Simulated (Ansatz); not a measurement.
```yaml
crystal:
  periodic: [false, false, false]
  atoms:
    - {symbol: C, position_ang: [-1.284551, -1.799784, -0.083155]}
    - {symbol: Ti, position_ang: [-0.008922, -0.133896, 0.407038]}
    - {symbol: F, position_ang: [0.060001, -0.536278, 2.175176]}
    - {symbol: C, position_ang: [-2.112249, 0.971435, 0.812587]}
    - {symbol: C, position_ang: [-1.918087, 0.921320, -0.588025]}
    - {symbol: C, position_ang: [-0.795787, 1.703694, -0.896495]}
    - {symbol: C, position_ang: [-0.277197, 2.218550, 0.317042]}
    - {symbol: C, position_ang: [-1.114246, 1.784460, 1.362148]}
    - {symbol: C, position_ang: [2.371945, -0.225116, 0.564937]}
    - {symbol: C, position_ang: [2.065482, 0.526904, -0.583637]}
    - {symbol: C, position_ang: [1.418737, -0.325525, -1.503730]}
    - {symbol: C, position_ang: [1.338038, -1.605707, -0.922146]}
    - {symbol: C, position_ang: [1.923890, -1.542515, 0.355449]}
    - {symbol: H, position_ang: [-2.235418, -1.673175, 0.437292]}
    - {symbol: H, position_ang: [-0.800059, -2.702153, 0.297115]}
    - {symbol: H, position_ang: [-1.486396, -1.933650, -1.148486]}
    - {symbol: H, position_ang: [-2.863686, 0.432585, 1.368315]}
    - {symbol: H, position_ang: [-2.523131, 0.371384, -1.291409]}
    - {symbol: H, position_ang: [-0.389328, 1.871898, -1.881278]}
    - {symbol: H, position_ang: [0.584799, 2.858693, 0.423016]}
    - {symbol: H, position_ang: [-0.952880, 1.959750, 2.414474]}
    - {symbol: H, position_ang: [2.815790, 0.154324, 1.473073]}
    - {symbol: H, position_ang: [2.281745, 1.573016, -0.733162]}
    - {symbol: H, position_ang: [1.050663, -0.051103, -2.480336]}
    - {symbol: H, position_ang: [0.898302, -2.478239, -1.376513]}
    - {symbol: H, position_ang: [1.952545, -2.340853, 1.080722]}
basis:
  gaussian: {orbitals: LANL2DZ}
hamiltonian: {xc: {name: RPBE}}
scf: {lower_state_search: off}
output: {forces: true}
```

```sh
$ ansatz run in.yaml --threads 11 --pin off --events-out ev --progress --plain --max-ram 110592MiB --backend cpu
```

Q: How does Ansatz answer? (An estimate is asked.)

A: Ansatz gave: The program refused the input.
```
Error: <dir> can't be read: No such file or directory (os error 2)
```
